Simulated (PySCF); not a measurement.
Ce(37+): ionisation energy

Ce(37+) [Ar] 3d3 (4F) → Ce(38+) [Ar] 3d2 (3F), as a difference of total energies. Computed with PySCF 2.14 in an even-tempered Gaussian basis (18 s from 6.2 bohr⁻², ratio 2.5; 12 p from 8.1 bohr⁻², ratio 2.5; 8 d from 8.1 bohr⁻², ratio 2.5; 4 f from 30 bohr⁻², ratio 2.7; 3 g from 46 bohr⁻², ratio 2.7), with the spin-free X2C one-electron Hamiltonian (Gaussian nucleus). Correlated levels: outer shells: [Ne] frozen; virtual orbitals above 40 to 60 times the deepest correlated orbital energy dropped. The calculations carry no spin-orbit coupling.

```
                method  ionisation energy (eV)
                   UHF                  2594.2
    MP2 (outer shells)                  2594.3
SCS-MP2 (outer shells)                  2594.0
   CCSD (outer shells)                  2594.1
CCSD(T) (outer shells)                  2594.1
```

Spin-orbit coupling is strong in these open shells (close to jj coupling). The scalar numbers leave it out and a first-order estimate fails, so it can dominate the gap to the real levels.

Breit and QED terms and the two-electron picture change are absent.

For comparison: 2600 ± 4 eV (theoretical estimate listed by NIST; NIST Atomic Spectra Database, ionization energies).
